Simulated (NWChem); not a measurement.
GaHCl2; SMILES [Cl][GaH][Cl]

Question: Give the equilibrium geometry at PBE-D3(BJ)/def2-SVP (NWChem) as an XYZ file, with the point group.

Answer: point group C2v; any orientation.
```
4

Ga     0.0000     0.0000    -0.5675
H      0.0000     0.0000    -2.1260
Cl    -1.8182     0.0000     0.5853
Cl     1.8182     0.0000     0.5853
```
